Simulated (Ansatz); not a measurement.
`O=CO[SiH2][SiH3]` → `O=CO[SiH3]` + `[SiH2]` at 298.15 K and 1 bar (silylene loss).

Computed with Ansatz on PBE0-D4/def2-TZVP structures; ΔE is electronic, products minus reactants. CBS: MP2 limit from def2 TZ/QZ plus the TZ coupled-cluster correction, frozen cores. This one scheme is used for every species. One conformer a species, not always the lowest.

```csv
species,CCSD(T)/CBS energy (Eh),H − E (kJ/mol),S (J/(mol·K))
`O=CO[SiH2][SiH3]`,-770.19289,197.1,361.0
`O=CO[SiH3]`,-479.91321,145.8,301.3
`[SiH2]`,-290.19011,40.6,207.5
```

H − E and S are ideal-gas, rigid-rotor, harmonic terms from PBE0-D4/def2-TZVP, for one conformer and one mirror image of each species. 1 Eh = 2625.50 kJ/mol, R = 8.31446 J/(mol·K).

Task: By hand: ΔE, ΔH, ΔS and ΔG.

Result: ΔE = (-479.91321) + (-290.19011) − (-770.19289) = 0.08957 Eh = 235.2 kJ/mol. Δ(H − E) = 145.8 + 40.6 − 197.1 = -10.7, so ΔH = 224.5 kJ/mol. ΔS = 301.3 + 207.5 − 361.0 = 147.8 J/(mol·K). ΔG = 224.5 − 298.15 × (147.8)/1000 = 180.4 kJ/mol.

Task: By hand: the equilibrium constant, and the temperature at which ΔG would vanish if ΔH and ΔS stayed fixed.

Result: log₁₀ K = −ΔG/(RT ln 10) = -31.6. ΔG = 0 at ΔH/ΔS = 1519 K.

The number of gas molecules changes by +1, which sets the sign of ΔS. A doubt of 5 kJ/mol in ΔE shifts log₁₀ K by 0.9 here. Other conformers and mirror images would add mixing entropy, several J/(mol·K) or more a flexible species. These are equilibria of isolated gas molecules and say nothing of rates. Largest T1 diagnostic: 0.016 (customary marks: 0.02 for closed shells, 0.045 for open ones).
